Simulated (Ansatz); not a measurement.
`O/C([SiH3])=C\I`, relaxed with RKS PBE-D4/def2-SVP in Ansatz from a rough embedded geometry. The force threshold is 0.03 eV/Å; the program also tests the step.

Total charge 0; spin multiplicity 1. I: def2 effective core potential.

Start:

```xyz
10

O    -0.102   -1.323   -1.078
C    -0.126   -0.355   -0.135
Si    0.889    1.122   -0.575
C    -0.795   -0.380    1.076
I    -1.985   -2.020    1.561
H    -0.726   -2.093   -0.717
H     0.832    2.145    0.572
H     0.413    1.809   -1.762
H     2.368    0.730   -0.700
H    -0.766    0.365    1.758
```

| step | energy (eV) | largest force (eV/Å) | largest move (Å) |
| --- | --- | --- | --- |
| 1 | -20164.9780 | 4.058 | 0.000 |
| 2 | -20165.2930 | 0.883 | 0.066 |
| 3 | -20165.3226 | 0.294 | 0.041 |
| 4 | -20165.3283 | 0.125 | 0.036 |
| 5 | -20165.3292 | 0.052 | 0.008 |
| 6 | -20165.3294 | 0.019 | 0.003 |

End:

```xyz
10

O    -0.131   -1.324   -1.056
C    -0.131   -0.353   -0.114
Si    0.934    1.158   -0.550
C    -0.806   -0.395    1.061
I    -1.991   -2.082    1.553
H    -0.710   -2.057   -0.729
H     0.834    2.138    0.583
H     0.433    1.782   -1.822
H     2.362    0.732   -0.742
H    -0.795    0.401    1.815
```

Run time 9.5 s (4 threads of an Arm Neoverse V1 on a shared host); peak host memory 0.17 GiB.
